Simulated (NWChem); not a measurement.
C₂H₃B; SMILES BC#C

Results from NWChem. Coordinates come from a PBE0/def2-SVP optimisation. Level: PBE0/def2-SVPD; rows give the wavelength of the field.

For field 1065 nm:

```
Item                              Value
--------------------------------  -----
isotropic polarisability (bohr³)   39.2
anisotropy (bohr³)                 31.3
```

Question: What are these values for field 589 nm?

Answer: 
| Quantity | Result |
|---|---|
| isotropic polarisability (bohr³) | 40.4 |
| anisotropy (bohr³) | 33.2 |
